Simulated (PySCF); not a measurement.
## How methods differ on the ionisation energy of Tm⁶⁷⁺

Tm⁶⁷⁺ 1s2 (1S) → Tm⁶⁸⁺ 1s1 (2S), as a difference of total energies. Computed with PySCF 2.14 in an even-tempered Gaussian basis (17 s from 190 bohr⁻², ratio 2.2; 7 p from 280 bohr⁻², ratio 2.4; 4 d from 850 bohr⁻², ratio 2.4; 3 f from 1300 bohr⁻², ratio 2.4; 3 g from 1900 bohr⁻², ratio 2.4), with scalar relativity by spin-free X2C-1e. Correlated levels: nothing frozen; virtual orbitals above 40 to 60 times the deepest correlated orbital energy dropped. The calculations carry no spin-orbit coupling.

```
                 method  ionisation energy (eV)  difference from reference (eV)
                    UHF                 68122.1                          +156.9
    MP2 (all electrons)                 68123.9                          +158.6
SCS-MP2 (all electrons)                 68124.3                          +159.1
   CCSD (all electrons)                 68123.9                          +158.6
```

Reference: 67965.25 ± 0.12 eV (theoretical estimate listed by NIST; NIST Atomic Spectra Database, ionization energies).

For this ion Breit and QED terms and the two-electron picture change, all absent here, outweigh the differences among the correlated methods.

With two correlated electrons CCSD is exact in that space.
